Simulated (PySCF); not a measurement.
Level of theory: PySCF 2.14.0 with PBE0-D3(BJ)/def2-TZVP. Gas-phase values, no solvent. Delta-SCF ions had no search for a lower state. Excitations are Tamm–Dancoff values on a coarser integration grid. The basis has no diffuse functions, so Rydberg states are missing or too high.

Reference species (SMILES): `N([SiH3])=[SiH2]` (neutral, multiplicity 1).

```
Quantity                                  Value
--------------------------------------  -------
HOMO–LUMO gap                           5.26 eV
T1 excitation (TDA)                     3.25 eV
vertical ionisation energy (Delta-SCF)  9.24 eV
```

Changed species: `N[SiH]=[SiH2]`.

Give the shifts of the HOMO–LUMO gap, T1 excitation (TDA) and vertical ionisation energy (Delta-SCF).

the HOMO–LUMO gap falls by 1.26 eV, to 4.00 eV; the T1 excitation (TDA) decreases by 1.51 eV, to 1.74 eV; the vertical ionisation energy (Delta-SCF) drops by 1.66 eV, to 7.58 eV.
